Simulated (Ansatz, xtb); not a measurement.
**Two structures of CHInOSi**

We compare X, `O=[Si]=[CH][In]`, a singlet, with Y, a triplet given by its coordinates. Both are isolated molecules in the gas phase, relaxed with B3LYP-D3(BJ)/def2-SVP.

X (Å):

```yaml
atoms:
  - { symbol: C, position_ang: [-1.5320, -0.4676, 1.1129] }
  - { symbol: In, position_ang: [-2.0901, 1.5313, 1.9464] }
  - { symbol: O, position_ang: [-1.9029, -3.0091, 3.0217] }
  - { symbol: Si, position_ang: [-1.6578, -1.9231, 1.9685] }
  - { symbol: H, position_ang: [-1.1554, -0.4730, 0.0812] }
```

Y (Å):

```
atom    x (Å)    y (Å)   z (Å)
   C  -1.0616  -1.3774  2.1561
  In  -2.2379   0.7804  2.4400
   O  -2.7837  -0.1457  0.4572
  Si  -1.9190  -1.5133  0.4882
   H  -0.3558  -2.0543  2.6632
```

Close contacts (Å): C1–In2 2.47, C1–Si4 1.88, In2–O3 2.26, O3–Si4 1.62, C1–H5 1.10.

Estimate E(Y) − E(X) at the level CCSD(T)/def2-TZVP.

Calculated at CCSD(T)/def2-TZVP: E(Y) − E(X) = +10.1 kcal/mol, so structure X lies lower.

Level by level:

| level | geometry | E(Y) − E(X) (kcal/mol) | departure from the last row (kcal/mol) | job, with rough time for the two |
| --- | --- | --- | --- | --- |
| B3LYP-D3(BJ)/def2-SVP | B3LYP-D3(BJ)/def2-SVP | +5.9 | −4.2 | optimisation, 50 s |
| HF/def2-TZVP | B3LYP-D3(BJ)/def2-SVP | −13.4 | −23.5 | part of the CCSD(T) run |
| MP2/def2-TZVP | B3LYP-D3(BJ)/def2-SVP | +21.5 | +11.4 | part of the CCSD(T) run |
| CCSD(T)/def2-TZVP | B3LYP-D3(BJ)/def2-SVP | +10.1 |  | single point, 4.8 min |

HF/def2-TZVP puts the two in the other order. The largest departure from CCSD(T)/def2-TZVP is that of HF/def2-TZVP, 23.5 kcal/mol. Levels run at GFN2-xTB geometries aren't shown. The triplet state of Y needn't be its ground state.

With harmonic frequencies from B3LYP-D3(BJ)/def2-SVP (ideal gas, rigid rotor, one conformer each, 298.15 K, 1 atm): on the last row, ΔE + ΔZPE = +9.4, ΔH = +9.3, ΔG = +9.4 kcal/mol.

The T1 diagnostic of structure X is large, so the coupled-cluster value is less sure. Open shells are spin-unrestricted. The correlated steps freeze 11 core orbitals; the filled d shell of In is correlated, in a basis made for valence electrons. Atoms past krypton carry core potentials in the def2 sets and no spin–orbit term is included. ΔG holds the spin degeneracy. Run with Ansatz 0.2.0; the last row on 1 thread of Intel(R) Xeon(R) 6975P-C (Granite Rapids) on a shared host.
